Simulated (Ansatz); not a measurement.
The cluster BeF₂⁻ (the lowest doublet isomer of a short search) was relaxed with PBE-D4 (def2-TZVPD) in Ansatz in these states: charge -1 doublet, charge -1 quartet. The geometries follow in no particular order.

A:

```xyz
3

Be   -0.296    0.728   -0.282
F     0.353   -0.644   -0.797
F    -0.057   -0.084    1.079
```

B:

```xyz
3

Be   -0.2708   -0.3051    0.0683
F     0.7235   -0.5762   -0.9574
F    -0.4527    0.8813    0.8891
```

Q: Judge from the bond lengths which geometry belongs to which state (an estimate).

A: A is the charge -1 quartet (Be1–F2 1.603 Å, Be1–F3 1.603 Å); B is the charge -1 doublet (Be1–F2 1.454 Å, Be1–F3 1.454 Å).

At PBE-D4/def2-TZVPD the highest occupied level of the charge -1 quartet lies above zero (up to 2.24 eV). It is a level of α spin, whose loss leaves a triplet; that state wasn't run at this geometry and level. The electron is either unbound and held by the finite basis, or the level is raised by self-interaction error. At PBE-D4/def2-TZVPD the highest occupied level of the charge -1 doublet lies above zero (up to 1.80 eV). By energy differences its removal costs 0.74 eV (vertical, to the charge 0 singlet, at PBE-D4/def2-TZVPD); a positive level beside a positive removal energy at the same level points to self-interaction error. At PBE0-D4/def2-TZVPD a doublet lies 7.05 eV below the charge -1 quartet. These are the stationary points nearest to one start from a short search; other shapes may lie lower in each state.
